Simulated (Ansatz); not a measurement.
One geometry of In(PF3)H3 (InPH₃F₃), several levels of theory.

```yaml
crystal:
  periodic: [false, false, false]
  atoms:
    - {symbol: F, position_ang: [-1.430327, 0.114460, 1.894780]}
    - {symbol: F, position_ang: [0.717166, 1.215219, 1.899415]}
    - {symbol: F, position_ang: [0.595973, -1.193866, 1.960819]}
    - {symbol: In, position_ang: [0.034266, -0.039506, -1.672147]}
    - {symbol: P, position_ang: [-0.027050, 0.025365, 1.156326]}
    - {symbol: H, position_ang: [1.764835, -0.092922, -1.703658]}
    - {symbol: H, position_ang: [-0.781391, 1.482876, -1.794123]}
    - {symbol: H, position_ang: [-0.873472, -1.511627, -1.741412]}
basis:
  gaussian: {orbitals: def2-TZVP, initial_orbitals: start.molden}
hamiltonian: {xc: r2scan, dispersion: d4}
scf: {omitted_lower_state_checks: [starts]}
output: {orbitals: {seedname: orbitals}}
```

The file start.molden holds the orbitals of an earlier run on this structure, at another level or in another basis.

```sh
$ ansatz run in.yaml --threads 2 --pin off --events-out ev --progress --plain --max-ram 4352MiB
```

It prints (some lines left out):

```
Functional definition: r2SCAN
1258 factors; their error is unknown
mean field evaluation 1: about -22666.0733 eV, gradient 7.1e0 eV
mean field evaluation 2: about -22666.1190 eV, gradient 6.5e-2 eV
mean field evaluation 4: about -22666.1108 eV, gradient 1.0e-4 eV
mean field -22666.11076093 eV, -832.9642068226 hartree, gradient 1.8e-5 eV, S^2 0.000000; 0 other end points of the search recorded, 0 dependent functions left out
reference -22666.11077843 eV, -832.9642074657 hartree; 33, 33 occupied and 165, 165 virtual orbitals, 1258 factors
Total energy: -22666.15067718 eV, -832.9656737178 hartree
Checks for a lower state left out: starts
```

It took 4.8 s on 2 threads of Intel Xeon Platinum 8259CL on a shared host.

First input, but with `gaussian: {orbitals: STO-3G}`, `hamiltonian: {xc: hf}` (abridged; 0.6 s):

```
Functional definition: HF
mean field -171856.90561189 eV, -6315.6247924424 hartree, gradient 8.9e-5 eV, S^2 0.000000
Total energy: -171856.90561189 eV, -6315.6247924424 hartree
Checks for a lower state left out: starts
```

The first input with `hamiltonian: {xc: pbe, dispersion: d4}`, `output: {forces: true, orbitals: {seedname: orbitals}}` (abridged; 3.5 s):

```
Functional definition: PBE
mean field -22656.14244213 eV, -832.5978778633 hartree, gradient 2.5e-5 eV, S^2 0.000000
Total energy: -22656.30877697 eV, -832.6039905559 hartree
Atom 0 force     0.199593    -0.013861    -0.169886 eV/Å
Atom 1 force    -0.104797    -0.167441    -0.166851 eV/Å
Atom 2 force    -0.085331     0.167239    -0.174719 eV/Å
Atom 3 force     0.003150     0.001521    -0.058234 eV/Å
Atom 4 force    -0.008011     0.014045     0.562154 eV/Å
Atom 5 force     0.066367    -0.001677     0.005368 eV/Å
Atom 6 force    -0.032251     0.060865    -0.000837 eV/Å
Atom 7 force    -0.038720    -0.060691     0.003005 eV/Å
Dipole moment:    -0.004659     0.002448     0.148372 e Å
Checks for a lower state left out: starts
```

As the first input, with `hamiltonian: {xc: {name: B2PLYP}}` and without the key `output` (abridged; 8.5 s):

```
Functional definition: B2PLYP
mean field -22644.05538135 eV, -832.1536865725 hartree, gradient 5.6e-6 eV, S^2 0.000000
12 core orbitals not correlated: weight in the atoms' cores, before any rotation towards them, 1.000 or more for the frozen orbitals, at most 0.000 for the correlated occupied ones
second order -38.87776499 eV of doubles, -0.00000000 eV of singles
Total energy: -22654.55256148 eV, -832.5394508272 hartree
Checks for a lower state left out: starts
```

Geometry: r2SCAN-D4/def2-SVP.

In the def2 sets In takes a core potential, while STO-3G treats all electrons; there is no spin–orbit coupling. Correlated methods freeze 12 core orbitals; core or outer-core shells of In are correlated, in sets that lack core-valence functions. Another isomer (singlet) lies 0.49 eV lower at PBE0-D4/def2-TZVP; other spin states weren't run for this one.
